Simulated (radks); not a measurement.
Results of a calculation; reference values are marked as such.
Question: All-electron atom: Tb57+ in [He] 2s2 2p4. Level of theory: scalar-relativistic Kohn-Sham, LDA (Slater exchange, VWN5 correlation), spin-polarised, spherical densities, finite nucleus; open shells are filled with parallel spins first (spin-orbit coupling, left out, can overturn this in heavy ions); Fermi nuclear charge, rms radius 5.06 fm (a radial shooting solver on a logarithmic mesh with Libxc functionals). Some entries of the table are withheld. Estimate them.

| orbital | occ. | eigenvalue (eV) | r(max) (bohr) |
|---|---|---|---|
| 1s up | 1 | (1) | 0.01365 |
| 1s down | 1 | (2) | 0.01364 |
| 2s up | 1 | -13253.88 | 0.07627 |
| 2s down | 1 | -13208.94 | 0.07634 |
| 2p up | 3 | -12393.00 | 0.06138 |
| 2p down | 1 | -12339.71 | 0.06146 |

Answer: 
(1) 1s up eigenvalue (eV): -56994.11
(2) 1s down eigenvalue (eV): -56962.23
